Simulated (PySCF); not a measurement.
Geometry:
| atom | x (Å) | y (Å) | z (Å) |
| --- | --- | --- | --- |
| C1 | -3.348 | 0.314 | 0.902 |
| O2 | -2.087 | 0.932 | 1.090 |
| C3 | -1.029 | 0.378 | 0.490 |
| F4 | -1.301 | -0.722 | -0.242 |
| C5 | 0.216 | 0.852 | 0.586 |
| C6 | 1.311 | 0.249 | -0.055 |
| C7 | 2.221 | -0.299 | -0.621 |
| C8 | 3.365 | -0.903 | -1.271 |
| F9 | 4.522 | -0.205 | -1.002 |
| H10 | -4.055 | 0.917 | 1.467 |
| H11 | -3.630 | 0.304 | -0.154 |
| H12 | -3.346 | -0.711 | 1.283 |
| H13 | 0.394 | 1.733 | 1.181 |
| H14 | 3.239 | -0.901 | -2.362 |
| H15 | 3.522 | -1.928 | -0.911 |

All values are calculated (PySCF 2.14.0 with density-fitted response routines): coordinates at the GFN2-xTB level, shielding tensors at PBE0/pcSseg-1 (GIAO). No solvent, fast rotation and ring inversion assumed for equivalent nuclei, single conformer, relativity neglected.

Problem. Predict the 2D correlation tables (HSQC, COSY, HMBC).

Solution. 

HSQC (one-bond C–H):
```
                δH         δC
    5.53 (H14/H15)  74.4 (C8)
        4.38 (H13)  66.5 (C5)
3.94 (H10/H11/H12)  55.1 (C1)
```

HMBC (two and three bonds, from the bond graph):
```
                δH                                δC
    5.53 (H14/H15)              94.6 (C7), 89.3 (C6)
        4.38 (H13)  176.7 (C3), 94.6 (C7), 89.3 (C6)
3.94 (H10/H11/H12)                        176.7 (C3)
```

No COSY cross peaks are expected.

Referencing at the same level of theory: ¹H and ¹³C vs TMS.

Shifts are as computed. Against solution values, carbons near 30 ppm lie about +3 ppm off and those near 130 ppm about +5 ppm. Of 1309 compounds with measured shifts, 239 miss one by over three times the rms of a fit or turn the order of signals round; such compounds aren't used in these exercises.
